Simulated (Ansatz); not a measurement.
The same path of ClH + GeH4 (7 atoms, charge 0, multiplicity 1) was run 3 times with different band settings. Lost on the way: Ge1–H2, Cl6–H7. Made: Ge1–Cl6, H2–H7.

All numbers below come from Ansatz 0.2.0, RKS PBE0/def2-SVP.

Relaxed end points:

```xyz
7
Properties=species:S:1:pos:R:3
Ge 0.362 0.000 -0.156
H 0.387 0.000 1.384
H 1.811 0.000 -0.670
H -0.362 1.259 -0.654
H -0.362 -1.259 -0.654
Cl -3.092 0.000 1.501
H -2.115 0.000 2.337
```

```xyz
7
Properties=species:S:1:pos:R:3
Ge -0.375 0.000 -0.777
H -0.156 0.000 3.545
H 0.813 0.000 0.194
H -0.406 1.269 -1.639
H -0.406 -1.269 -1.639
Cl -2.179 0.000 0.429
H -0.661 0.000 2.974
```

Common settings: movable images 9; climbing image yes; start path through a guess of the saddle point; force threshold 0.03 eV/Å; iteration limit 60; end points relaxed.

| run | spring | optimiser | largest step |
| --- | --- | --- | --- |
| 1 | 5.0 eV/Å² | quadratic models (default) | default |
| 2 | 5.0 eV/Å² | fire | 0.5 Å |
| 3 | 50.0 eV/Å² | quadratic models (default) | default |

(1) What does each run give, and how far can it be trusted?

Results:

(1) Run 1: converged after 11 iterations, highest image 1.763 eV above the first end. A vibrational analysis at the climbing image gives 2 clearly imaginary modes (1030i, 127i cm⁻¹): a point of higher order, so a lower path passes nearby.
Run 2: converged after 56 iterations, highest image 1.763 eV above the first end. Another band between the same ends (9 images) ends at a top of the same energy, where a vibrational analysis finds 2 clearly imaginary modes.
Run 3: converged after 12 iterations, highest image 1.763 eV above the first end. Another band between the same ends (9 images) ends at a top of the same energy, where a vibrational analysis finds 2 clearly imaginary modes.
The orbitals stay closed-shell, which can raise the energy where a bond breaks towards radicals; this wasn't checked here.
